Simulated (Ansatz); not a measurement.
`C[B](Cl)[InH2]` + `C[NH][GeH3]` → `C[N]([GeH3])[InH2]` + `CBCl` at 400 K and 1 bar (cleavage of the In–B bond).

Isolated molecules relaxed with PBE0-D4/def2-TZVP in Ansatz; ΔE leaves out vibrations. CCSD(T)/CBS adds triple-zeta CCSD(T) − MP2 to the extrapolated MP2 energy (def2 sets, frozen cores). Elements past krypton have def2 core potentials. For Ge, In outer-core shells are correlated without core-valence functions, which leaves a few kJ/mol of doubt a bond. Scalar relativity is left out up to krypton.

```csv
species,CCSD(T)/CBS energy (Eh),H − E (kJ/mol),S (J/(mol·K))
`C[B](Cl)[InH2]`,-715.45322,172.0,401.9
`C[NH][GeH3]`,-2173.06430,229.8,337.7
`C[N]([GeH3])[InH2]`,-2363.46641,244.5,421.6
`CBCl`,-525.07110,152.0,307.7
```

H − E and S are ideal-gas, rigid-rotor, harmonic terms from PBE0-D4/def2-TZVP, for one conformer and one mirror image of each species. 1 Eh = 2625.50 kJ/mol, R = 8.31446 J/(mol·K).

Question: By hand: ΔE, ΔH, ΔS and ΔG.

Answer: ΔE = (-2363.46641) + (-525.07110) − (-715.45322) − (-2173.06430) = -0.01999 Eh = -52.5 kJ/mol. Δ(H − E) = 244.5 + 152.0 − 172.0 − 229.8 = -5.3, so ΔH = -57.8 kJ/mol. ΔS = 421.6 + 307.7 − 401.9 − 337.7 = -10.3 J/(mol·K). ΔG = -57.8 − 400 × (-10.3)/1000 = -53.7 kJ/mol.

Question: By hand: the equilibrium constant, and the temperature at which ΔG would vanish if ΔH and ΔS stayed fixed.

Answer: log₁₀ K = −ΔG/(RT ln 10) = 7.0. ΔG = 0 at ΔH/ΔS = 5612 K, far beyond where these terms or the molecules hold.

The number of gas molecules stays the same, so ΔS is small and ΔH decides. A doubt of 5 kJ/mol in ΔE shifts log₁₀ K by 0.7 here. Other conformers and mirror images would add mixing entropy, several J/(mol·K) or more a flexible species. Modes under 60 cm⁻¹, often nearly free rotors, make the harmonic entropy too high. These are equilibria of isolated gas molecules and say nothing of rates. Largest T1 diagnostic: 0.015 (customary marks: 0.02 for closed shells, 0.045 for open ones).
